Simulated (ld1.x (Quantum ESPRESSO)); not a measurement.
# Ga, PAW: configuration errors across variants

| Quantity | Value |
| --- | --- |
| Element | Ga (Z = 31) |
| Generator | ld1.x (Quantum ESPRESSO) 7.5 |
| Type | PAW |
| Functional | PBE |
| Relativity | scalar-relativistic |
| Frozen core | [Ar] 3d10 |
| Valence charge | 3 |
| Reference configuration | 4s2 4p0.5 (charge +0.5) |
| Partial waves | 4s (bound): rcut 1.65, rcutus 2.00 bohr; 4s channel at 0.75 Ry: rcut 1.65, rcutus 2.00 bohr; 4p (bound): rcut 1.65, rcutus 2.30 bohr; 4p channel at -0.05 Ry: rcut 1.65, rcutus 2.30 bohr; 4d channel at -0.2 Ry: rcut 1.55, rcutus 1.70 bohr |
| Local potential | all-electron potential smoothed inside 2.25 bohr (lloc = -1) |
| Core correction | Bessel-smoothed model core inside 0.95 bohr |
| Augmentation charge | PSQ, inside the norm-conserving radii |

All-electron excitation energies from the reference (eV): (1) 4s2 4p1 -2.030; (2) 4s2 4p0 3.658; (3) 4s1 4p0 24.786; (4) 4s0 4p3 11.341; (5) 4s2 4p1.3 -2.564; (6) 4s1 4p1 11.030; (7) 4s1 4p2 4.507.

3 further variants failed, have other tests or too few solved ones, and are left out.

A true bound ghost makes a file unfit for plane-wave use even where its test errors are small: the radial tests pick states by their node count and pass the ghost by.

Errors AE − PS in meV (a dash: test not solved or not reliable):

| change | (1) | (2) | (3) | (4) | (5) | (6) | (7) | bound ghosts |
| --- | --- | --- | --- | --- | --- | --- | --- | --- |
| base | -1.5 | -5.2 | -169 | -57 | -2.6 | -40 | -11 | d |
| wave 4d channel at -0.2 Ry: rcut 1.55, rcutus 1.70 bohr becomes 4d channel at -0.2 Ry: rcut 1.55, rcutus 2.46 bohr | -1.5 | -5.2 | -169 | -57 | -2.6 | -40 | -11 | none |
| wave 4d channel at -0.2 Ry: rcut 1.55, rcutus 1.70 bohr becomes 4d channel at 6.96 Ry: rcut 1.55, rcutus 1.70 bohr | -1.5 | -5.2 | -169 | -57 | -2.6 | -40 | -11 | none |
| waves 4p (bound): rcut 1.65, rcutus 1.98 bohr; 4p channel at -0.05 Ry: rcut 1.65, rcutus 1.98 bohr | -1.5 | -5.2 | -169 | -58 | -2.6 | -40 | -12 | d |
| waves 4s (bound): rcut 1.65, rcutus 1.84 bohr; 4s channel at 0.75 Ry: rcut 1.65, rcutus 1.84 bohr | -1.5 | -5.2 | -169 | -57 | -2.6 | -40 | -11 | d |
| local potential all-electron potential smoothed inside 2.00 bohr (lloc = -1) | -1.5 | -5.2 | -169 | -57 | -2.6 | -40 | -11 | d |
| local potential all-electron potential smoothed inside 1.92 bohr (lloc = -1) | -1.5 | -5.2 | -169 | -57 | -2.6 | -40 | -11 | d |

**Question.** Give the same row for: core correction a·sin(br)/r model core, default radius (ld1.x builds one for every PAW set, though the input has nlcc=.false.).

**Answer.** -0.7, +3.4, -123, -34, +0.4, -35, -0.5; bound ghosts: d.
